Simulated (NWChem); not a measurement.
# InI₂ cation; SMILES [I][In+][I]

Results from NWChem. Geometry: optimised at PBE0/def2-SVP. def2 effective core potentials on In, I; no spin-orbit coupling. Level: PBE0/def2-SVPD; rows give the wavelength of the field.

For field 1065 nm:

anisotropy (bohr³): 102.5

Task: Estimate the same quantities for field static.

Result: anisotropy (bohr³): 99.3
